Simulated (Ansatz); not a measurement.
`F[CH2][InH2]` → `[CH2]F`• + `[InH2]`•  (homolysis of the C–In bond)

Isolated molecules relaxed with PBE0-D4/def2-TZVP in Ansatz; ΔE leaves out vibrations. CCSD(T)/CBS adds triple-zeta CCSD(T) − MP2 to the extrapolated MP2 energy (def2 sets, frozen cores). This one scheme is used for every species. Functionals use def2-TZVPP. Open shells (•) are unrestricted, without spin–orbit coupling. Elements past krypton have def2 core potentials. For In outer-core shells are correlated without core-valence functions, which leaves a few kJ/mol of doubt a bond.

| level | ΔE (kcal/mol) | difference from CCSD(T)/CBS |
| --- | --- | --- |
| BLYP-D4 | 55.0 | -8.1 |
| r2SCANh-D4 | 54.3 | -8.8 |
| r2SCAN0-D4 | 53.8 | -9.3 |
| ωB97X-V | 62.2 | -0.9 |
| B2PLYP | 57.3 | -5.8 |
| RPA@PBE/def2-TZVPP | 58.1 | -5.0 |
| HF/def2-SVP | 34.0 | -29.1 |
| HF/def2-QZVPP | 34.2 | -28.9 |
| MP2/def2-QZVPP | 64.9 | 1.8 |
| HF/CBS(def2) | 34.2 | -28.9 |
| CCSD(T)/CBS | 63.1 | 0 |

Largest T1 diagnostic among the species: 0.018.

Leaving LDA and LC-ωPBE aside and taking each functional with its dispersion term where it has one, the values spread over 8.4 kcal/mol, from r2SCAN0-D4 to ωB97X-V. LDA lies +12.5 kcal/mol from PBE without D4, its usual overbinding. From r2SCAN to r2SCAN0 (25 % exact exchange), in def2-TZVPP and without D4, ΔE moves by −1.0 kcal/mol: exact exchange takes away binding that semilocal exchange gives to molecules.
